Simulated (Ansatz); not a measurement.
A run for Ansatz (a program for electronic structure): R-CCSDT(Q)/cc-pV(D+d)Z on CH4Si (SMILES C[SiH]), 2S+1 = 1, a spin state set in the input, which need not be the lowest, at the other state's geometry. Files ending in .json are basis or fitting sets from the Basis Set Exchange.

Ansatz 0.2 input:
```yaml
crystal:
  periodic: [false, false, false]
  atoms:
    - {symbol: C, position_ang: [-1.11566785, -0.34404288, 0.02055981]}
    - {symbol: Si, position_ang: [0.66691631, 0.29664725, -0.02180770]}
    - {symbol: H, position_ang: [-1.29149413, -1.03716978, -0.80453668]}
    - {symbol: H, position_ang: [-1.81459686, 0.48720536, -0.07605665]}
    - {symbol: H, position_ang: [-1.31597946, -0.85195683, 0.96608754]}
    - {symbol: H, position_ang: [1.77924921, -0.68688304, 0.09645476]}
basis:
  gaussian:
    orbitals: cc-pV_D+d_Z.json
magnetization: {spin_polarized: false}
correlation: {method: ccsdt_q, electrons: outside_noble_gas}
scf: {omitted_lower_state_checks: [cluster_reference]}
```

Output:

```
WARN ansatz: RAYON_NUM_THREADS=2 ignored (pool sized by the plan → 2); use --threads N
Functional definition: HF
these checks for a lower state are left out or cut short: cluster_reference
integrals: 0.04 GiB planned
1111 factors; integrals over basis functions are off by at most 1.9e-7 eV
mean field: 0.11 GiB planned
mean field evaluation 1: about -8952.6964 eV, gradient 2.1e1 eV
mean field evaluation 2: about -8952.6966 eV, gradient 2.1e1 eV
mean field evaluation 4: about -8954.0166 eV, gradient 2.1e0 eV
mean field evaluation 8: about -8954.0410 eV, gradient 1.2e-4 eV
mean field -8954.04099015 eV, -329.0549371211 hartree, gradient 1.1e-6 eV, S^2 0.000000; 0 other end points of the search recorded, 0 dependent functions left out; unrestricted orbitals would lower it
6 core orbitals not correlated
reference -8954.04099015 eV, -329.0549371211 hartree; 6, 6 occupied and 45, 45 virtual orbitals, 1111 factors
second order -6.31464182 eV of doubles, -0.00000000 eV of singles
coupled cluster: 0.36 GiB planned
cycle   1  -7.06922857 eV  change   -7.5e-1 eV  update   8.2e-2
cycle   2  -7.57174311 eV  change   -5.0e-1 eV  update   3.8e-2
cycle   3  -7.65198727 eV  change   -8.0e-2 eV  update   1.8e-2
cycle   4  -7.63883187 eV  change    1.3e-2 eV  update   9.6e-3
cycle   5  -7.64330821 eV  change   -4.5e-3 eV  update   5.3e-3
cycle   6  -7.64699362 eV  change   -3.7e-3 eV  update   2.8e-3
cycle   7  -7.64609623 eV  change    9.0e-4 eV  update   1.2e-3
cycle   8  -7.64647680 eV  change   -3.8e-4 eV  update   5.6e-4
cycle   9  -7.64682048 eV  change   -3.4e-4 eV  update   2.2e-4
cycle  10  -7.64655196 eV  change    2.7e-4 eV  update   9.4e-5
cycle  11  -7.64661155 eV  change   -6.0e-5 eV  update   3.8e-5
cycle  12  -7.64663656 eV  change   -2.5e-5 eV  update   1.3e-5
cycle  13  -7.64665615 eV  change   -2.0e-5 eV  update   5.8e-6
cycle  14  -7.64666369 eV  change   -7.5e-6 eV  update   2.0e-6
cycle  15  -7.64666445 eV  change   -7.6e-7 eV  update   8.0e-7
coupled cluster: 0.36 GiB planned
perturbative correction -0.01175078 eV, -0.0004318334 hartree
Total energy: -8961.69940538 eV, -329.3363786898 hartree
Checks for a lower state left out: cluster_reference
```

Self-consistency was reached.

Cost: roughly 19 core-seconds.
